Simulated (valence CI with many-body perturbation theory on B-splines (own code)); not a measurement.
# E1 transitions of Bi⁺

Computed by relativistic CI+MBPT: four valence electrons over a frozen Dirac-Fock core [Xe] 4f14 5d10, a basis of 11 s, 11 p, 9 d, 7 f, 5 g, 2 h, 1 i functions for each j, with the one-electron correlation potential Σ1 (screened to all orders), the two-electron term Σ2, the three-electron term Σ3, Breit, model QED; selected single and double excitations, second order for the rest, scaled by the run's own slope (own B-spline code, finite nucleus).

Against 25 measured levels this calculation errs by 192 cm⁻¹ on average and by 582 at most. These come from a selection out of the NIST Handbook of Basic Atomic Spectroscopic Data. Levels without a partner in it may be off by more. Among the levels kept, up to 260 cm⁻¹ of a level comes from second order outside the variational space, and about a tenth of that is noise between levels of different J, which matters for small intervals.

Lines 151 to 200 of 233 in falling wavelength, among levels below 114682 cm⁻¹, chosen from the strongest by gf and those to the six lowest levels. Wavelengths and rates use the calculated energies, so an error of 200 cm⁻¹ moves a line at 2159 Å by 0.43 % and its rate by three times that or more. Electric multipoles are in the length gauge, E1 and E2 with the static RPA response of the core. Weak lines are less certain than strong ones. Lines between different terms over intervals too small for the method are left out, as are lines whose strength nearly cancels. Where a level lies close to another of its J and parity, the split of strength between their lines is uncertain. The highest levels of a list are the least certain.

Levels are named by their leading jj configuration (3d3/2^4 stands for four electrons in 3d with j = 3/2), which in mixed levels can hold well under half, so a name can repeat and another be missing. Letters in brackets count levels of one name in rising energy.

| λ vac (Å) | λ from measured levels | Upper | Lower | A (s⁻¹) | log gf | Branch % |
| --- | --- | --- | --- | --- | --- | --- |
| 2159 | 2144 | (6s^2 6p1/2 6d3/2) J=1 | (6s^2 6p3/2^2) J=2 | 4.46e+06 | -2.03 | 0.5 |
| 2094 | 2079 | (6s^2 6p1/2 6d5/2) J=2 | (6s^2 6p3/2^2) J=2 | 3.37e+05 | -2.96 | 0.0 |
| 2082 | 2070 | (6s^2 6p1/2 6d5/2) J=3 | (6s^2 6p3/2^2) J=2 | 2.00e+06 | -2.04 | 0.2 |
| 1996 | 1989 | (6s 6p1/2^2 6p3/2) J=1 | (6s^2 6p3/2^2) J=0 | 1.91e+07 | -1.47 | 0.7 |
| 1901 | 1902 | (6s^2 6p1/2 7s) J=1 | (6s^2 6p1/2 6p3/2) J=2 | 4.85e+08 | -0.10 | 55.6 |
| 1820 | 1824 | (6s^2 6p3/2 7s) J=2 | (6s^2 6p3/2^2) J=2 | 2.97e+08 | -0.13 | 33.5 |
| 1793 | 1792 | (6s^2 6p1/2 7s) J=0 | (6s^2 6p1/2 6p3/2) J=1 | 7.52e+08 | -0.44 | 100.0 |
| 1787 | 1787 | (6s^2 6p3/2 7s) J=1 | (6s^2 6p3/2^2) J=2 | 6.18e+08 | -0.05 | 55.1 |
| 1778 | 1777 | (6s^2 6p1/2 7s) J=1 | (6s^2 6p1/2 6p3/2) J=1 | 1.42e+08 | -0.69 | 16.3 |
| 1776 |  | (6s^2 6p1/2 8s) J=1 [a] | (6s^2 6p3/2^2) J=0 | 1.84e+04 | -4.58 | 0.0 |
| 1765 |  | (6s^2 6p1/2 8s) J=1 [b] | (6s^2 6p3/2^2) J=0 | 2.14e+07 | -1.52 | 5.2 |
| 1704 | 1692 | (6s 6p1/2^2 6p3/2) J=2 | (6s^2 6p1/2 6p3/2) J=2 | 2.34e+05 | -3.29 | 0.9 |
| 1663 | 1653 | (6s 6p1/2^2 6p3/2) J=1 | (6s^2 6p3/2^2) J=2 | 1.95e+07 | -1.61 | 0.7 |
| 1648 | 1640 | (6s 6p1/2 6p3/2^2) J=2 | (6s^2 6p3/2^2) J=2 | 2.05e+05 | -3.38 | 0.1 |
| 1616 | 1610 | (6s 6p1/2 6p3/2^2) J=3 | (6s^2 6p3/2^2) J=2 | 1.16e+08 | -0.50 | 94.8 |
| 1613 | 1611 | (6s^2 6p1/2 6d3/2) J=2 | (6s^2 6p1/2 6p3/2) J=2 | 1.11e+08 | -0.66 | 82.9 |
| 1605 | 1592 | (6s 6p1/2^2 6p3/2) J=2 | (6s^2 6p1/2 6p3/2) J=1 | 2.57e+07 | -1.30 | 94.6 |
| 1600 |  | (6s^2 6p1/2 7d3/2) J=1 [a] | (6s^2 6p3/2^2) J=0 | 3.91e+08 | -0.35 | 17.8 |
| 1576 | 1574 | (6s^2 6p1/2 6d3/2) J=1 | (6s^2 6p1/2 6p3/2) J=2 | 3.03e+07 | -1.47 | 3.6 |
| 1566 |  | (6s^2 6p1/2 7d3/2) J=1 [b] | (6s^2 6p3/2^2) J=0 | 5.79e+08 | -0.19 | 46.9 |
| 1541 | 1538 | (6s^2 6p1/2 6d5/2) J=2 | (6s^2 6p1/2 6p3/2) J=2 | 9.97e+07 | -0.75 | 11.3 |
| 1540 |  | (6s^2 6p3/2 6d5/2) J=2 [a] | (6s^2 6p3/2^2) J=2 | 7.98e+07 | -0.85 | 8.3 |
| 1535 | 1533 | (6s^2 6p1/2 6d5/2) J=3 | (6s^2 6p1/2 6p3/2) J=2 | 8.02e+08 | 0.30 | 99.8 |
| 1524 | 1521 | (6s^2 6p1/2 6d3/2) J=2 | (6s^2 6p1/2 6p3/2) J=1 | 2.12e+07 | -1.43 | 15.8 |
| 1508 |  | (6s^2 6p1/2 8s) J=1 [a] | (6s^2 6p3/2^2) J=2 | 6.82e+07 | -1.16 | 10.9 |
| 1500 |  | (6s^2 6p1/2 8s) J=1 [b] | (6s^2 6p3/2^2) J=2 | 5.86e+07 | -1.23 | 14.3 |
| 1490 | 1487 | (6s^2 6p1/2 6d3/2) J=1 | (6s^2 6p1/2 6p3/2) J=1 | 1.04e+08 | -0.98 | 12.5 |
| 1464 |  | (6s^2 6p3/2 6d5/2) J=2 [b] | (6s^2 6p3/2^2) J=2 | 5.62e+08 | -0.04 | 39.4 |
| 1459 | 1455 | (6s^2 6p1/2 6d5/2) J=2 | (6s^2 6p1/2 6p3/2) J=1 | 7.82e+08 | 0.10 | 88.7 |
| 1453 |  | (6s^2 6p3/2 6d3/2) J=3 | (6s^2 6p3/2^2) J=2 | 9.50e+07 | -0.68 | 8.0 |
| 1445 |  | (6s 6p1/2 6p3/2^2) J=1 | (6s^2 6p3/2^2) J=0 | 6.09e+07 | -1.24 | 2.7 |
| 1431 | 1437 | (6s^2 6p1/2 7s) J=1 | (6s^2 6p1/2^2) J=0 | 2.42e+08 | -0.65 | 27.7 |
| 1408 | 1397 | (6s^2 6p1/2 7d3/2) J=2 | (6s^2 6p3/2^2) J=2 | 8.32e+06 | -1.91 | 5.3 |
| 1387 | 1394 | (6s^2 6p3/2 7s) J=2 | (6s^2 6p1/2 6p3/2) J=2 | 3.72e+08 | -0.27 | 41.9 |
| 1379 |  | (6s^2 6p1/2 7d3/2) J=1 [a] | (6s^2 6p3/2^2) J=2 | 8.57e+07 | -1.13 | 3.9 |
| 1368 | 1373 | (6s^2 6p3/2 7s) J=1 | (6s^2 6p1/2 6p3/2) J=2 | 2.09e+08 | -0.75 | 18.6 |
| 1362 |  | (6s^2 6p1/2 7d5/2) J=2 | (6s^2 6p3/2^2) J=2 | 9.92e+06 | -1.86 | 0.6 |
| 1354 |  | (6s^2 6p1/2 7d5/2) J=3 | (6s^2 6p3/2^2) J=2 | 5.76e+08 | 0.04 | 31.6 |
| 1353 |  | (6s^2 6p1/2 7d3/2) J=1 [b] | (6s^2 6p3/2^2) J=2 | 9.75e+07 | -1.10 | 7.9 |
| 1329 |  | (6s^2 6p3/2 6d5/2) J=3 | (6s^2 6p3/2^2) J=2 | 2.15e+09 | 0.60 | 72.7 |
| 1321 | 1325 | (6s^2 6p3/2 7s) J=2 | (6s^2 6p1/2 6p3/2) J=1 | 2.19e+08 | -0.54 | 24.6 |
| 1303 | 1306 | (6s^2 6p3/2 7s) J=1 | (6s^2 6p1/2 6p3/2) J=1 | 1.30e+08 | -1.00 | 11.6 |
| 1294 | 1292 | (6s 6p1/2^2 6p3/2) J=1 | (6s^2 6p1/2 6p3/2) J=2 | 1.38e+06 | -2.98 | 0.1 |
| 1285 | 1284 | (6s 6p1/2 6p3/2^2) J=2 | (6s^2 6p1/2 6p3/2) J=2 | 1.43e+08 | -0.75 | 51.1 |
| 1265 | 1265 | (6s 6p1/2 6p3/2^2) J=3 | (6s^2 6p1/2 6p3/2) J=2 | 6.06e+06 | -1.99 | 4.9 |
| 1262 |  | (6s 6p1/2 6p3/2^2) J=1 | (6s^2 6p3/2^2) J=2 | 3.40e+07 | -1.61 | 1.5 |
| 1239 | 1241 | (6s^2 6p1/2 6d3/2) J=1 | (6s^2 6p1/2^2) J=0 | 6.98e+08 | -0.32 | 83.4 |
| 1236 | 1233 | (6s 6p1/2^2 6p3/2) J=1 | (6s^2 6p1/2 6p3/2) J=1 | 8.73e+07 | -1.22 | 3.3 |
| 1228 | 1225 | (6s 6p1/2 6p3/2^2) J=2 | (6s^2 6p1/2 6p3/2) J=1 | 1.36e+08 | -0.81 | 48.5 |
| 1218 |  | (6s^2 6p3/2 6d5/2) J=2 [a] | (6s^2 6p1/2 6p3/2) J=2 | 1.65e+07 | -1.74 | 1.7 |

Task: How does gf follow from A for the line at 1459 Å?

Result: gf = 1.4992 × (2J+1)_upper × A / σ², with σ = 68529 cm⁻¹ and 2J+1 = 5: gf = 1.25.
